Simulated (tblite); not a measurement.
Compound: C2H12BNSi2.
SMILES with atom numbers: `[CH3:1][B:2]([CH3:3])[N:4]([SiH3:5])[SiH3:6]` (hydrogens: H7, H8, H9 on C1; H10, H11, H12 on C3; H13, H14, H15 on Si5; H16, H17, H18 on Si6)

Computed with GFN2-xTB (tblite), gas phase: Langevin dynamics at 600 K from the optimised GFN2-xTB geometry, time step 0.5 fs, friction 0.01 fs⁻¹, 2000 steps. Over the second half of the run the saved frames average 560 K.

The optimised geometry, where the run starts:
```
atom  x, y, z in Å
C1     -1.503   -1.383   -0.421
B2     -0.757   -0.025   -0.071
C3     -1.640    1.277    0.141
N4      0.658    0.022    0.053
Si5     1.498    1.561    0.165
Si6     1.605   -1.458    0.107
H7     -2.453   -1.212   -0.924
H8     -0.913   -2.051   -1.044
H9     -1.730   -1.926    0.496
H10    -2.664    1.038    0.423
H11    -1.236    1.952    0.893
H12    -1.696    1.843   -0.788
H13     2.899    1.332   -0.191
H14     0.912    2.499   -0.793
H15     1.401    2.069    1.538
H16     2.902   -1.132    0.698
H17     1.785   -1.968   -1.257
H18     0.924   -2.431    0.961
```

t = 150 fs, T = 378 K, E(pot) 0.930 eV above the start
```
atom  x, y, z in Å  |  force x, y, z in eV/Å
C1     -1.452   -1.683    0.658   -1.642  -0.064  -0.514
B2     -0.689   -0.288    0.493   -1.401   0.933  -0.142
C3     -1.687    1.043    0.589   -1.172  -3.010  -2.252
N4      0.646   -0.147    0.055    0.802  -1.522   0.549
Si5     1.279    1.339   -0.639    0.321  -0.595   0.117
Si6     1.862   -1.503    0.261   -1.454   0.203  -1.631
H7     -2.355   -1.720   -0.060    1.276   0.332   0.774
H8     -0.837   -2.502    0.357    0.389  -0.594  -0.075
H9     -1.942   -1.970    1.614    0.643   0.552  -0.335
H10    -2.621    0.773    1.133    0.530   0.328  -0.738
H11    -1.278    1.851    1.016    1.676   2.670   2.053
H12    -1.896    1.461   -0.453   -0.318  -1.040   1.089
H13     0.075    1.875   -1.232    0.122   0.397  -0.383
H14     1.702    1.957    0.608    0.303   0.551  -0.022
H15     2.430    1.106   -1.599   -0.671   0.094   0.511
H16     3.024   -1.053    0.988    0.225   0.234   0.074
H17     1.938   -1.867   -1.214    0.433   0.192   0.667
H18     1.412   -2.792    0.817   -0.060   0.339   0.258
```

t = 225 fs, T = 464 K, E(pot) 1.061 eV above the start
```
atom  x, y, z in Å  |  force x, y, z in eV/Å
C1     -1.285   -1.861    0.751    1.251  -2.009  -0.485
B2     -0.639   -0.375    0.498   -1.742  -1.751   0.688
C3     -1.862    0.680    0.480    3.410   2.025  -1.328
N4      0.718   -0.169    0.191    0.589  -0.505   0.062
Si5     1.211    1.074   -0.921   -0.122  -1.214  -1.603
Si6     2.067   -1.344    0.421   -0.771  -1.085  -0.833
H7     -2.219   -2.000    0.202    0.363   0.275  -0.795
H8     -0.588   -2.781    0.502   -0.980   1.783  -0.097
H9     -1.671   -2.222    1.692    0.372   0.811   1.077
H10    -2.657    0.492    1.109   -1.544  -0.665   0.867
H11    -1.446    1.693    0.792   -0.603  -0.847  -0.452
H12    -2.140    0.781   -0.585   -0.285   0.011   0.657
H13     0.220    2.031   -1.259   -0.634   0.611   0.093
H14     2.453    1.567   -0.487    1.060   0.694   0.541
H15     1.520    0.384   -2.269   -0.208   0.337   0.747
H16     3.272   -0.558    0.622    0.135   0.110   0.016
H17     2.201   -2.248   -0.915   -0.144   0.925   1.304
H18     1.902   -2.272    1.587   -0.146   0.495  -0.460
```

t = 350 fs, T = 602 K, E(pot) 1.202 eV above the start
```
atom  x, y, z in Å  |  force x, y, z in eV/Å
C1     -0.367   -2.457    0.944    1.716   0.589  -1.882
B2     -0.005   -0.787    0.494    0.939  -2.261   0.552
C3     -1.124    0.306    0.771   -0.844  -1.538  -2.374
N4      1.310   -0.491   -0.016    0.046   0.418  -0.196
Si5     1.431    1.043   -0.983   -0.211  -1.581  -0.515
Si6     2.886   -1.322    0.331   -0.496   0.845   1.045
H7     -1.116   -2.748    0.167   -0.001   0.106   1.248
H8      0.512   -3.152    0.650   -0.964   1.231   0.597
H9     -0.591   -2.707    1.996   -0.347   0.442  -0.927
H10    -1.324    0.129    1.770   -0.726   0.050   2.078
H11    -0.820    1.319    0.626   -0.127   0.448  -0.219
H12    -2.110    0.046    0.204    1.631   0.717   0.823
H13     0.093    1.246   -1.644    0.748  -0.113   0.056
H14     1.655    2.116   -0.073    0.253   0.691   0.454
H15     2.598    0.787   -1.913   -0.708   0.249   0.363
H16     3.897   -0.162    0.224   -0.520  -0.911  -0.307
H17     3.111   -2.598   -0.438   -0.133   0.765   0.281
H18     2.986   -1.531    1.865   -0.257  -0.146  -1.077
```

t = 500 fs, T = 696 K, E(pot) 1.064 eV above the start
```
atom  x, y, z in Å  |  force x, y, z in eV/Å
C1      0.034   -2.383    1.062    1.232   0.730  -1.107
B2      0.253   -0.795    0.629    0.559  -3.771   0.293
C3     -0.948    0.048    0.984   -2.152  -0.848  -2.261
N4      1.444   -0.347    0.049    0.482   0.717  -0.144
Si5     1.450    1.260   -0.618   -0.377   0.728  -0.401
Si6     2.951   -1.264    0.027   -2.290  -0.949   0.854
H7      0.242   -3.066    0.249   -0.225   0.011  -0.677
H8      0.773   -2.726    1.754    0.247   0.114   0.972
H9     -0.951   -2.596    1.400   -0.562  -0.071   0.422
H10    -1.654   -0.551    1.608    0.258   1.240  -0.591
H11    -0.455    0.817    1.447   -0.064   2.376   1.435
H12    -1.401    0.403   -0.025    0.170  -0.313   1.997
H13     0.143    1.653   -1.194    0.154  -0.227  -0.010
H14     1.608    2.271    0.454    0.340  -0.205  -0.136
H15     2.372    1.258   -1.774    0.005   0.083   0.390
H16     3.733   -0.679   -0.938    1.564   1.009  -1.302
H17     2.387   -2.484   -0.490    0.219  -0.763  -0.285
H18     3.359   -1.513    1.377    0.438   0.141   0.549
```

t = 550 fs, T = 553 K, E(pot) 1.114 eV above the start
```
atom  x, y, z in Å  |  force x, y, z in eV/Å
C1     -0.100   -2.228    0.990    1.614  -1.843   1.145
B2      0.266   -0.744    0.755    0.053   0.603  -0.796
C3     -0.934    0.327    0.903    2.134  -0.701  -0.098
N4      1.427   -0.364    0.001    0.467  -0.321   0.487
Si5     1.472    1.310   -0.539    0.850   0.951  -0.864
Si6     2.884   -1.435   -0.088   -0.177   0.852  -0.159
H7      0.032   -2.852    0.115   -0.969   0.299  -0.818
H8      0.701   -2.839    1.542   -0.981   1.177   0.388
H9     -1.067   -2.347    1.483    0.299  -0.369  -0.261
H10    -1.466    0.220    1.807   -0.753  -0.022   0.767
H11    -0.511    1.333    0.823   -0.948  -0.314  -0.007
H12    -1.497   -0.051    0.067   -0.695   0.781  -0.268
H13     0.123    2.004   -1.004    1.373  -0.869  -0.126
H14     1.920    2.234    0.522   -0.131  -0.135   0.188
H15     2.733    1.334   -1.450   -1.215  -0.017   0.320
H16     3.826   -0.828   -1.078   -0.332  -0.068   0.490
H17     2.644   -2.761   -0.609   -0.419  -0.368  -0.233
H18     3.486   -1.715    1.239   -0.172   0.365  -0.156
```

t = 600 fs, T = 518 K, E(pot) 0.792 eV above the start
```
atom  x, y, z in Å  |  force x, y, z in eV/Å
C1     -0.169   -2.252    1.123   -1.936  -1.240   0.942
B2      0.063   -0.840    0.664    0.592   3.189  -0.304
C3     -1.013    0.365    0.910   -1.803  -1.132  -0.357
N4      1.337   -0.379    0.197    0.589   0.197  -1.291
Si5     1.652    1.254   -0.541    1.317  -1.035   0.444
Si6     2.740   -1.448   -0.083    0.774   0.067  -0.219
H7     -0.383   -2.909    0.291   -0.353  -0.156  -0.206
H8      0.632   -2.734    1.625    0.737  -0.188   0.587
H9     -1.062   -2.240    1.813    0.793  -0.462  -0.668
H10    -1.976    0.098    1.474    1.409  -0.029  -0.506
H11    -0.536    1.128    1.489    0.142   0.547  -0.015
H12    -1.442    0.773   -0.040    0.768  -0.069   0.648
H13     0.662    1.755   -1.442   -0.532  -0.052  -0.454
H14     1.891    2.277    0.457   -0.112   0.117   0.451
H15     3.035    1.129   -1.210   -1.021   0.111   0.260
H16     3.491   -1.234   -1.460   -0.865  -0.171   1.178
H17     2.534   -2.894    0.058   -0.336   0.091  -0.231
H18     3.692   -1.198    1.032   -0.163   0.215  -0.259
```

t = 650 fs, T = 459 K, E(pot) 0.849 eV above the start
```
atom  x, y, z in Å  |  force x, y, z in eV/Å
C1     -0.148   -2.173    1.293    0.728   0.096  -1.447
B2      0.188   -0.721    0.685   -0.771  -0.562   0.040
C3     -0.938    0.370    0.835    0.419  -0.614   1.991
N4      1.446   -0.472    0.080    0.025  -1.178   0.154
Si5     1.706    1.219   -0.207   -0.774  -0.155  -0.732
Si6     2.657   -1.750   -0.119    0.496   0.858   1.806
H7     -0.296   -2.794    0.347    0.788   0.164   1.383
H8      0.772   -2.358    1.881   -0.732  -0.944  -0.459
H9     -1.041   -2.380    1.869    0.093   0.485   0.221
H10    -1.859   -0.127    1.122   -0.177   0.121   0.340
H11    -0.585    1.010    1.682   -0.616  -0.346  -0.473
H12    -1.193    1.000    0.052   -0.080   1.092  -1.467
H13     0.691    1.370   -1.283    0.348   0.526   0.141
H14     1.461    1.869    1.058    0.000   0.417   0.223
H15     3.017    1.487   -0.674    0.882   0.108  -0.314
H16     3.643   -1.462   -1.115    0.206   0.387  -0.686
H17     2.349   -3.151   -0.232   -0.560  -0.298  -0.167
H18     3.407   -1.622    1.206   -0.274  -0.159  -0.554
```

t = 875 fs
```
atom  x, y, z in Å
C1     -0.322   -2.217    0.763
B2      0.069   -0.663    0.401
C3     -1.202    0.243    0.380
N4      1.503   -0.336    0.292
Si5     2.139    1.227   -0.381
Si6     2.687   -1.800    0.258
H7     -0.048   -3.070    0.192
H8     -0.088   -2.299    1.816
H9     -1.447   -2.413    0.858
H10    -2.030   -0.386    0.409
H11    -1.150    0.959    1.298
H12    -1.429    1.147   -0.293
H13     0.856    1.700   -0.611
H14     3.126    1.967    0.376
H15     2.767    0.889   -1.779
H16     3.184   -1.708    1.721
H17     3.706   -1.379   -0.702
H18     2.370   -3.185    0.161
```

Question: Estimate the potential energy and the forces of this last frame.

Answer: 1.724 eV above the start.

```tsv
atom	Fx (eV/Å)	Fy (eV/Å)	Fz (eV/Å)
C1	-2.316	0.941	0.815
B2	1.578	-1.035	-0.417
C3	0.891	4.226	0.768
N4	-0.022	-1.365	-0.805
Si5	0.712	-2.411	-0.753
Si6	-0.167	2.553	1.814
H7	0.995	-0.269	-0.309
H8	0.840	-0.446	0.178
H9	0.909	0.756	-0.508
H10	-1.500	-0.404	0.238
H11	-0.223	-1.706	-0.506
H12	0.635	-1.763	-0.180
H13	-1.395	1.355	-0.333
H14	0.045	-0.006	0.304
H15	-0.343	0.298	1.054
H16	-0.141	-0.023	-0.915
H17	-0.054	-0.112	-0.038
H18	-0.443	-0.589	-0.406
```

The bond farthest from its length at the start is N4–Si6 (1.883 against 1.757 Å), and half the difference of its two atoms' forces along it is -1.59 eV/Å (positive lengthens). The largest atomic force is 4.39 eV/Å.

The cost below is that of the whole dynamics run. The run took 15 s wall on one thread of an Arm Neoverse V1 (shared host).
